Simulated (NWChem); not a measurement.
System: MoHO$_{3}$Cl; SMILES [Mo]([Cl])([OH])(=[O])=[O]

Here is an NWChem input.

```
start job
memory heap 200 mb stack 900 mb global 1100 mb
geometry units angstroms noautoz
  Mo     0.055064    -0.323297    -0.048604
  O      0.977272    -0.764168    -1.364368
  O      0.831083    -0.873934     1.319661
  Cl    -0.113732     1.939369     0.051979
  O     -1.621139    -1.105472    -0.190615
  H     -2.107419    -1.570572     0.501881
end
basis spherical
  * library def2-svp
end
ecp
  Mo library def2-ecp
end
dft
  xc becke88 lyp
  iterations 150
  mulliken
end
task dft energy
```

Excerpt of the output:

```
             Northwest Computational Chemistry Package (NWChem) 7.3.0
             --------------------------------------------------------

 C1  symmetry detected

                             Geometry "geometry" -> ""
                             -------------------------

 Output coordinates in angstroms (scale by  1.889725989 to convert to a.u.)

  No.       Tag          Charge          X              Y              Z
 ---- ---------------- ---------- -------------- -------------- --------------
    1 Mo                  42.0000     0.05565749    -0.27515615    -0.00539868
    2 O                    8.0000     0.99566339    -0.78083232    -1.28475409
    3 O                    8.0000     0.80385746    -0.77159605     1.39863121
    4 Cl                  17.0000    -0.09459804     1.99104951    -0.00669226
    5 O                    8.0000    -1.62486097    -1.04906282    -0.14158798
    6 H                    1.0000    -2.12672676    -1.47935396     0.56219978

 Effective nuclear repulsion energy (a.u.)     595.1340931637

                                 NWChem DFT Module
                                 -----------------

 Summary of "ao basis" -> "ao basis" (spherical)
 ------------------------------------------------------------------------------
       Tag                 Description            Shells   Functions and Types
 ---------------- ------------------------------  ------  ---------------------
 Mo                         def2-svp                11       31   5s3p2d1f
 O                          def2-svp                 6       14   3s2p1d
 Cl                         def2-svp                 8       18   4s3p1d
 H                          def2-svp                 3        5   2s1p

            General Information
            -------------------
          SCF calculation type: DFT
          Wavefunction type:  closed shell.
          No. of atoms     :     6
          No. of electrons :    56
           Alpha electrons :    28
            Beta electrons :    28
          Charge           :     0
          Spin multiplicity:     1
          Use of symmetry is: off; symmetry adaption is: off
          Maximum number of iterations: 150
          AO basis - number of functions:    96
                     number of shells:    40
          Convergence on energy requested:  1.00D-06
          Convergence on density requested:  1.00D-05
          Convergence on gradient requested:  5.00D-04

              XC Information
              --------------
                    Becke 1988 Exchange Functional  1.000
              Lee-Yang-Parr Correlation Functional  1.000

             Grid Information
             ----------------
          Grid used for XC integration:  medium
          Radial quadrature: Mura-Knowles
          Angular quadrature: Lebedev.
          Tag              B.-S. Rad. Rad. Pts. Rad. Cut. Ang. Pts.
          ---              ---------- --------- --------- ---------
          Mo                  1.45      123           9.0       590
          O                   0.60       49          10.0       434
          Cl                  1.00       88          11.0       590
          H                   0.35       45          10.0       434
          Grid pruning is: on
          Number of quadrature shells:   403
          Spatial weights used:  Erf1

      Superposition of Atomic Density Guess
      -------------------------------------

 Sum of atomic energies:        -761.18824776

      Non-variational initial energy
      ------------------------------

 Total energy =    -751.564357
 1-e energy   =   -1600.828400
 2-e energy   =     576.995009
 HOMO         =      -0.454813
 LUMO         =      -0.032947

     ---------------------------------------------
      Total Density - Mulliken Population Analysis
     ---------------------------------------------

    Atom       Charge   Shell Charges
 -----------   ------   -------------------------------------------------------
    1 Mo  14    10.92  -0.39  1.55  0.87  0.22  0.04  5.95  0.26  0.10  1.90  0.31  0.09
    2 O    8     9.08   1.99  1.16  0.75  3.18  1.99  0.01
    3 O    8     9.07   1.99  1.16  0.75  3.17  1.98  0.01
    4 Cl  17    17.45   2.00  1.99  1.23  0.72  5.94  2.17  3.39  0.01
    5 O    8     8.85   1.99  1.10  0.67  3.10  1.98  0.00
    6 H    1     0.63   0.51  0.06  0.06

   convergence    iter        energy       DeltaE   RMS-Dens  Diis-err
 ---------------- ----- ----------------- --------- --------- ---------
 d= 0,ls=0.0,diis     1   -753.8683631396 -1.03D+03  6.74D-02  5.04D+00
 d= 0,ls=0.5,diis     2   -742.0560243867  1.18D+01  2.75D-02  7.14D+01
 d= 0,ls=0.5,diis     3   -748.5191856393 -6.46D+00  9.60D-03  4.66D+01
 d= 0,ls=0.5,diis     4   -750.6707916507 -2.15D+00  9.41D-03  3.17D+01
 d= 0,ls=0.5,diis     5   -752.4152387129 -1.74D+00  8.87D-03  1.67D+01
 d= 0,ls=0.5,diis     6   -753.5242680849 -1.11D+00  6.95D-03  7.00D+00
 d= 0,ls=0.5,diis     7   -753.9659849626 -4.42D-01  5.21D-03  3.68D+00
 d= 0,ls=0.5,diis     8   -754.1575388964 -1.92D-01  4.13D-03  2.44D+00
 d= 0,ls=0.5,diis     9   -754.2406763252 -8.31D-02  3.22D-03  2.03D+00
 d= 0,ls=0.5,diis    10   -754.2962815095 -5.56D-02  2.55D-03  1.73D+00
 d= 0,ls=0.5,diis    11   -754.3512534661 -5.50D-02  4.59D-03  1.34D+00
 d= 0,ls=0.5,diis    12   -754.4823945622 -1.31D-01  2.13D-03  8.13D-02
  Resetting Diis
 d= 0,ls=0.5,diis    13   -754.4993564388 -1.70D-02  1.37D-03  1.16D-02
 d= 0,ls=0.5,diis    14   -754.5044333104 -5.08D-03  1.10D-03  6.48D-03
 d= 0,ls=0.5,diis    15   -754.5068331592 -2.40D-03  7.40D-04  9.03D-03
 d= 0,ls=0.5,diis    16   -754.5087109598 -1.88D-03  5.53D-04  2.59D-03
 d= 0,ls=0.5,diis    17   -754.5095721402 -8.61D-04  3.82D-04  9.50D-04
 d= 0,ls=0.5,diis    18   -754.5099642266 -3.92D-04  2.75D-04  8.26D-04
 d= 0,ls=0.5,diis    19   -754.5101863270 -2.22D-04  2.01D-04  6.99D-04
 d= 0,ls=0.5,diis    20   -754.5103310619 -1.45D-04  1.50D-04  4.12D-04
 d= 0,ls=0.5,diis    21   -754.5104160919 -8.50D-05  1.12D-04  2.17D-04
 d= 0,ls=0.5,diis    22   -754.5104638759 -4.78D-05  8.38D-05  1.10D-04
 d= 0,ls=0.5,diis    23   -754.5104903514 -2.65D-05  6.25D-05  5.60D-05
 d= 0,ls=0.5,diis    24   -754.5105049819 -1.46D-05  4.67D-05  2.82D-05
 d= 0,ls=0.5,diis    25   -754.5105129377 -7.96D-06  3.48D-05  1.53D-05
 d= 0,ls=0.5,diis    26   -754.5105173201 -4.38D-06  2.61D-05  8.87D-06
 d= 0,ls=0.5,diis    27   -754.5105198016 -2.48D-06  1.95D-05  5.15D-06
 d= 0,ls=0.5,diis    28   -754.5105211945 -1.39D-06  1.47D-05  3.15D-06
 d= 0,ls=0.5,diis    29   -754.5105220166 -8.22D-07  1.11D-05  1.69D-06
 d= 0,ls=0.5,diis    30   -754.5105224768 -4.60D-07  8.31D-06  9.35D-07

         Total DFT energy =     -754.510522734841
      One electron energy =    -1604.454244643255
           Coulomb energy =      639.819927852998
    Exchange-Corr. energy =      -62.145239423444
 Nuclear repulsion energy =      272.269033478860

 Numeric. integr. density =       55.999998668020

                       DFT Final Molecular Orbital Analysis
                       ------------------------------------

 Vector   26  Occ=2.000000D+00  E=-2.942807D-01
              MO Center=  1.1D-03,  1.3D+00,  1.2D-01, r^2= 3.0D+00
   Bfn.  Coefficient  Atom+Function         Bfn.  Coefficient  Atom+Function
  ----- ------------  ---------------      ----- ------------  ---------------
    70      0.423416  4 Cl px                72      0.352909  4 Cl pz
    67      0.323993  4 Cl px                69      0.272868  4 Cl pz
    64      0.187802  4 Cl px                49     -0.182968  3 O  px
    66      0.158062  4 Cl pz                52     -0.125188  3 O  px
    50     -0.122045  3 O  py                82      0.121844  5 O  py

 Vector   27  Occ=2.000000D+00  E=-2.922041D-01
              MO Center=  5.1D-02,  9.6D-01, -2.6D-01, r^2= 3.6D+00
   Bfn.  Coefficient  Atom+Function         Bfn.  Coefficient  Atom+Function
  ----- ------------  ---------------      ----- ------------  ---------------
    72      0.393705  4 Cl pz                70     -0.319871  4 Cl px
    69      0.302462  4 Cl pz                35      0.265384  2 O  px
    67     -0.243286  4 Cl px                38      0.181435  2 O  px
    36      0.177130  2 O  py                66      0.175276  4 Cl pz
    82     -0.166195  5 O  py                64     -0.141015  4 Cl px

 Vector   28  Occ=2.000000D+00  E=-2.817039D-01
              MO Center=  7.7D-01, -4.5D-01, -3.5D-03, r^2= 3.1D+00
   Bfn.  Coefficient  Atom+Function         Bfn.  Coefficient  Atom+Function
  ----- ------------  ---------------      ----- ------------  ---------------
    49     -0.330537  3 O  px                35      0.327187  2 O  px
    50      0.249922  3 O  py                36     -0.237699  2 O  py
    52     -0.230536  3 O  px                72     -0.230374  4 Cl pz
    38      0.225394  2 O  px                37      0.198954  2 O  pz
    53      0.176155  3 O  py                69     -0.171451  4 Cl pz

 Vector   29  Occ=0.000000D+00  E=-1.232901D-01
              MO Center= -4.3D-02, -2.0D-01, -1.1D-02, r^2= 2.3D+00
   Bfn.  Coefficient  Atom+Function         Bfn.  Coefficient  Atom+Function
  ----- ------------  ---------------      ----- ------------  ---------------
    15      0.661001  1 Mo d -2              19     -0.420574  1 Mo d  2
    70     -0.226415  4 Cl px                37      0.194002  2 O  pz
    82      0.187210  5 O  py                51     -0.184247  3 O  pz
    81     -0.176653  5 O  px                 6     -0.163650  1 Mo px
    85      0.158672  5 O  py                 9      0.154440  1 Mo px

 Vector   30  Occ=0.000000D+00  E=-1.155675D-01
              MO Center=  2.1D-01, -3.5D-01,  1.6D-01, r^2= 2.1D+00
   Bfn.  Coefficient  Atom+Function         Bfn.  Coefficient  Atom+Function
  ----- ------------  ---------------      ----- ------------  ---------------
    16      0.708845  1 Mo d -1              18     -0.398842  1 Mo d  1
    50     -0.299047  3 O  py                53     -0.261181  3 O  py
    36      0.196923  2 O  py                39      0.168132  2 O  py
    49     -0.160890  3 O  px                72     -0.157122  4 Cl pz
    80     -0.153455  5 O  s                 93      0.148569  6 H  s

 Vector   31  Occ=0.000000D+00  E=-8.869846D-02
              MO Center=  1.1D-01, -1.7D-01, -1.1D-01, r^2= 2.5D+00
   Bfn.  Coefficient  Atom+Function         Bfn.  Coefficient  Atom+Function
  ----- ------------  ---------------      ----- ------------  ---------------
    19      0.691989  1 Mo d  2              15      0.385443  1 Mo d -2
    71     -0.359184  4 Cl py                36     -0.270551  2 O  py
    39     -0.243298  2 O  py                63      0.233261  4 Cl s
    80     -0.203163  5 O  s                 24      0.195732  1 Mo d  2
    17      0.194244  1 Mo d  0              68     -0.175804  4 Cl py

     ---------------------------------------------
      Total Density - Mulliken Population Analysis
     ---------------------------------------------

    Atom       Charge   Shell Charges
 -----------   ------   -------------------------------------------------------
    1 Mo  14    13.17  -0.40  1.65  0.80  0.23  0.00  6.00  0.47  0.19  3.58  0.54  0.10
    2 O    8     8.28   1.99  1.14  0.76  2.77  1.60  0.01
    3 O    8     8.27   1.99  1.14  0.76  2.77  1.60  0.01
    4 Cl  17    17.16   2.00  1.98  1.30  0.65  5.93  2.17  3.11  0.02
    5 O    8     8.35   1.99  1.09  0.67  2.88  1.71  0.01
    6 H    1     0.78   0.67  0.05  0.07

     -------------------------------------------
      Total Density - Lowdin Population Analysis
     -------------------------------------------

    Atom       Charge   Shell Charges
 -----------   ------   -------------------------------------------------------
    1 Mo  14    14.08   0.00  0.98  0.91  0.31  0.12  5.61  0.97  0.37  3.30  1.34  0.16
    2 O    8     8.07   1.98  0.99  0.66  2.65  1.78  0.02
    3 O    8     8.07   1.98  0.99  0.66  2.65  1.78  0.02
    4 Cl  17    16.82   2.00  1.96  1.04  0.73  5.82  2.27  3.00  0.02
    5 O    8     8.08   1.97  0.89  0.58  2.72  1.90  0.01
    6 H    1     0.88   0.54  0.16  0.18

     Multipole analysis of the density
     ---------------------------------

     L   x y z        total         alpha         beta         nuclear
     -   - - -        -----         -----         ----         -------
     0   0 0 0      0.000000    -28.000000    -28.000000     56.000000

     1   1 0 0     -1.026508      0.959229      0.959229     -2.944967
     1   0 1 0     -0.243633     -7.401392     -7.401392     14.559152
     1   0 0 1      0.426886      0.070615      0.070615      0.285657

     2   2 0 0    -36.226985    -87.642310    -87.642310    139.057634
     2   1 1 0      3.199187     -2.301605     -2.301605      7.802396
     2   1 0 1     -2.023705      0.037439      0.037439     -2.098583
     2   0 2 0    -37.254257   -177.692882   -177.692882    318.131507
     2   0 1 1     -1.451054      0.090717      0.090717     -1.632488
     2   0 0 2    -39.778234    -72.261835    -72.261835    104.745437
```

Level: BLYP/def2-SVP with def2 effective core potentials on Mo. Geometry: optimised at PBE0/def2-SVP. def2 effective core potentials on Mo; no spin-orbit coupling.
